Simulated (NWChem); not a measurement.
Species: CH₃F₃Si; SMILES FC(F)(F)[SiH3]

```xyz
8

Si     0.0000     0.0000    -1.4979
C      0.0000     0.0000     0.4449
F      0.9998     0.7737     0.9435
F      0.1701    -1.2527     0.9435
F     -1.1699     0.4790     0.9435
H     -0.1878     1.4142    -1.9573
H     -1.1309    -0.8697    -1.9573
H      1.3187    -0.5445    -1.9573
```
Atoms are numbered in this order, from 1.

Level: PBE-D3(BJ)/def2-SVP (NWChem), optimised geometry, unscaled harmonic frequencies. 

| frequency (cm⁻¹) | IR intensity (km/mol) |
|---|---|
| 151 | 0.0 |
| 204 | 0.7 |
| 204 | 0.7 |
| 393 | 15.6 |
| 487 | 5.8 |
| 487 | 5.8 |
| 623 | 36.2 |
| 623 | 36.2 |
| 718 | 4.4 |
| 866 | 196.7 |
| 903 | 23.5 |
| 903 | 23.5 |
| 1107 | 207.6 |
| 1107 | 207.6 |
| 1180 | 164.8 |
| 2190 | 22.0 |
| 2211 | 77.9 |
| 2211 | 77.9 |

- zero-point energy: 23.7 kcal/mol
- thermal correction to the enthalpy at 298.15 K (with zero-point energy): 28.0 kcal/mol
- heat capacity Cv: 20.6 cal/(mol K)
- entropy at 298.15 K and 1 atm (symmetry number 3): 74.8 cal/(mol K)
- dipole moment: 1.70 D

Rigid rotor and harmonic oscillator.
